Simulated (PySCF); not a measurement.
A GIAO shielding run with PySCF 2.14 (density fitting, non-relativistic, gas phase) on `[C@H](OC)(F)[SiH2][SiH2]C1CC1`, C5H13FOSi2:

```
$ OMP_NUM_THREADS=1 python probes_run.py task.json out

{"job": {"kind": "nmr", "xc": "PBE0", "basis": "pcSseg-1"}, "charge": 0, "multiplicity": 1}
C     -3.396128     0.593908    -0.673859
O     -2.271791     0.588907     0.186270
C     -1.958526    -0.631034     0.740346
F     -1.527959    -1.503751    -0.265421
Si    -0.513841    -0.258438     1.958047
Si     1.000613     1.014045     0.752575
C      1.673021    -0.003380    -0.688647
C      3.052714     0.235397    -1.234196
C      2.773997    -0.997874    -0.442710
H     -3.529083     1.621440    -1.004846
H     -4.290100     0.254432    -0.138649
H     -3.227397    -0.053605    -1.538894
H     -2.842969    -1.130933     1.165876
H     -1.183239     0.396120     3.089002
H     -0.092489    -1.579985     2.446178
H      0.452300     2.272272     0.224802
H      2.144492     1.380318     1.609078
H      0.936450    -0.312762    -1.421474
H      3.656229     1.005940    -0.778100
H      3.208749     0.140154    -2.299048
H      3.188960    -1.065750     0.552268
H      2.735587    -1.946036    -0.957982
```

Hardware: 1 thread of an Arm Neoverse N1, shared host. The job also computes population analyses, field gradients, ring-centre shieldings.

Question: How large is the calculation?

Answer: 88 electrons, 232 basis functions and 1249 auxiliary functions.

Question: How long does it take, and how much memory does it need?

Answer: 84 s of wall time, with 14 SCF cycles and 4 response iterations; peak memory 0.97 GiB. Times on a shared host scatter by some tens of per cent.
